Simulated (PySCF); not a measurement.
H₉Si₅ (SMILES [SiH]1[SiH2][SiH2][SiH2][SiH2]1), doublet, at a GFN2-xTB geometry; PySCF with R2SCAN/STO-3G.

Here is a job for PySCF.
```python
from pyscf import gto, scf, dft

mol = gto.Mole()
mol.atom = '''
    Si    0.224961    1.954402   -0.010280
    Si    1.888001    0.448422    0.557987
    Si    0.945155   -1.673835    0.290882
    Si   -1.274265   -1.421827   -0.366484
    Si   -1.750590    0.861572   -0.519720
    H     0.070454    3.072035    0.939827
    H     2.479854    0.612777    1.894422
    H     3.046273    0.621846   -0.333808
    H     1.707129   -2.457446   -0.687912
    H     1.048605   -2.465150    1.523068
    H    -1.531795   -2.089677   -1.647243
    H    -2.185261   -2.097955    0.565236
    H    -2.181315    1.215421   -1.882157
    H    -2.919612    1.225869    0.295165
'''
mol.basis = 'sto-3g'
mol.charge = 0
mol.spin = 1
mol.verbose = 4
mol.build()

mf = dft.UKS(mol)
mf.xc = 'r2scan'
mf.grids.atom_grid = (99, 590)
mf.grids.prune = None
mf.kernel()
```

What does PySCF print? Leave out banner, timings and long lists.


```
PySCF version 2.14.0

[INPUT] verbose = 4
[INPUT] num. atoms = 14
[INPUT] num. electrons = 79
[INPUT] charge = 0
[INPUT] spin (= nelec alpha-beta = 2S) = 1
[INPUT] symmetry False subgroup None
[INPUT] Mole.unit = angstrom
[INPUT] Symbol           X                Y                Z      unit          X                Y                Z       unit  Magmom
[INPUT]  1 Si     0.224961000000   1.954402000000  -0.010280000000 AA    0.425114678708   3.693284517302  -0.019426384561 Bohr   0.0
[INPUT]  2 Si     1.888001000000   0.448422000000   0.557987000000 AA    3.567804812905   0.847394768230   1.054442611068 Bohr   0.0
[INPUT]  3 Si     0.945155000000  -1.673835000000   0.290882000000 AA    1.786084095263  -3.163089727711   0.549687314566 Bohr   0.0
[INPUT]  4 Si    -1.274265000000  -1.421827000000  -0.366484000000 AA   -2.408011860119  -2.686863626512  -0.692554389035 Bohr   0.0
[INPUT]  5 Si    -1.750590000000   0.861572000000  -0.519720000000 AA   -3.308135656402   1.628135116594  -0.982128461459 Bohr   0.0
[INPUT]  6 H      0.070454000000   3.072035000000   0.939827000000 AA    0.133138764380   5.805304795078   1.776015634472 Bohr   0.0
[INPUT]  7 H      2.479854000000   0.612777000000   1.894422000000 AA    4.686244888907   1.157980705433   3.579938744351 Bohr   0.0
[INPUT]  8 H      3.046273000000   0.621846000000  -0.333808000000 AA    5.756621670657   1.175118631656  -0.630805698189 Bohr   0.0
[INPUT]  9 H      1.707129000000  -2.457446000000  -0.687912000000 AA    3.226006269303  -4.643899905908  -1.299965277802 Bohr   0.0
[INPUT] 10 H      1.048605000000  -2.465150000000   1.523068000000 AA    1.981576262850  -4.658458355972   2.878181389089 Bohr   0.0
[INPUT] 11 H     -1.531795000000  -2.089677000000  -1.647243000000 AA   -2.894673028978  -3.948917218803  -3.112838130607 Bohr   0.0
[INPUT] 12 H     -2.185261000000  -2.097955000000   0.565236000000 AA   -4.129544800693  -3.964560371662   1.068141235745 Bohr   0.0
[INPUT] 13 H     -2.181315000000   1.215421000000  -1.882157000000 AA   -4.122087941406   2.296812816045  -3.556761253433 Bohr   0.0
[INPUT] 14 H     -2.919612000000   1.225869000000   0.295165000000 AA   -5.517267069994   2.316556674594   0.557781011557 Bohr   0.0

nuclear repulsion = 480.411823154961
number of shells = 34
number of NR pGTOs = 162
number of NR cGTOs = 54
basis = sto-3g
ecp = {}

******** <class 'pyscf.dft.uks.UKS'> ********
method = UKS
initial guess = minao
damping factor = 0
level_shift factor = 0
DIIS = <class 'pyscf.scf.diis.CDIIS'>
diis_start_cycle = 1
diis_space = 8
diis_damp = 0
SCF conv_tol = 1e-09
SCF conv_tol_grad = None
SCF max_cycles = 50
direct_scf = True
direct_scf_tol = 1e-13
number electrons alpha = 40  beta = 39
XC library pyscf.dft.libxc version 7.1.2
    S. Lehtola, C. Steigemann, M. J. T. Oliveira, and M. A. L. Marques,  SoftwareX 7, 1–5 (2018)
XC functionals = r2scan
    J. W. Furness, A. D. Kaplan, J. Ning, J. P. Perdew, and J. Sun,  J. Phys. Chem. Lett. 11, 8208–8215 (2020)
    J. W. Furness, A. D. Kaplan, J. Ning, J. P. Perdew, and J. Sun,  J. Phys. Chem. Lett. 11, 9248–9248 (2020)
    J. W. Furness, A. D. Kaplan, J. Ning, J. P. Perdew, and J. Sun,  J. Phys. Chem. Lett. 11, 8208–8215 (2020)
    J. W. Furness, A. D. Kaplan, J. Ning, J. P. Perdew, and J. Sun,  J. Phys. Chem. Lett. 11, 9248–9248 (2020)
radial grids:
    Treutler-Ahlrichs [JCP 102, 346 (1995); DOI:10.1063/1.469408] (M4) radial grids

becke partition: Becke, JCP 88, 2547 (1988); DOI:10.1063/1.454033
pruning grids: None
grids dens level: 3
symmetrized grids: False
atomic radii adjust function: <function treutler_atomic_radii_adjust>
User specified grid scheme (99, 590)
small_rho_cutoff = 0
Set gradient conv threshold to 3.16228e-05
tot grids = 817744
init E= -1435.16552084953

cycle= 1 E= -1435.98903968602  delta_E= -0.824  |g|= 0.0761  |ddm|= 2.99
cycle= 2 E= -1435.99242641386  delta_E= -0.00339  |g|= 0.0537  |ddm|= 0.266
cycle= 3 E= -1435.99481941387  delta_E= -0.00239  |g|= 0.00932  |ddm|= 0.114
cycle= 4 E= -1435.9949142006  delta_E= -9.48e-05  |g|= 0.00192  |ddm|= 0.0238
cycle= 5 E= -1435.99492050807  delta_E= -6.31e-06  |g|= 0.000984  |ddm|= 0.00831
cycle= 6 E= -1435.99492173283  delta_E= -1.22e-06  |g|= 0.000246  |ddm|= 0.00301
cycle= 7 E= -1435.99492182168  delta_E= -8.89e-08  |g|= 8e-05  |ddm|= 0.000872
cycle= 8 E= -1435.99492182953  delta_E= -7.85e-09  |g|= 2.09e-05  |ddm|= 0.000231
cycle= 9 E= -1435.99492183018  delta_E= -6.46e-10  |g|= 8.22e-06  |ddm|= 7.7e-05
Extra cycle  E= -1435.9949218302  delta_E= -2.86e-11  |g|= 7.41e-06  |ddm|= 3.26e-05
converged SCF energy = -1435.9949218302  <S^2> = 0.75278765  2S+1 = 2.0027857
```
